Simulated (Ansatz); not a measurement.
A series at Si: from `O[SiH2]S[SiH3]`, ligands are replaced one by one, each step taking up H₂O and setting free H₂; n counts the steps. Ansatz, PBE0-D4/def2-TZVP geometries. Each molecule was computed in one conformer, which needn't be the lowest.

```
n               molecule  HOMO energy, ωB97M-V/def2-TZVPP (eV)
0       `O[SiH2]S[SiH3]`                                 -9.80
1     `O[SiH](O)S[SiH3]`                                 -9.81
2    `O[SiH2]S[SiH](O)O`                                     ?
3  `O[SiH](O)S[SiH](O)O`                                 -9.99
```

Q: By hand: fit a straight line y = ȳ + b (n − n̄) to the 3 given rows and predict n = 2.

A: n̄ = 1.333, ȳ = -9.867; Σ(n − n̄)(y − ȳ) = -0.313, Σ(n − n̄)² = 4.667, so b = -0.067 eV a step. Prediction: -9.867 + (-0.067) × (0.667) = -9.91 eV.

Q: By hand: compare with the computed value, -9.94 eV, and give the steps along the whole series.

A: The line misses by -0.03 eV (computed minus predicted). Steps: -0.01, -0.13, -0.05 eV.

One step carries most of the change, so a line is a poor guide. The highest orbital can change its character along such a series. The miss is 15.8 % of the series' range.
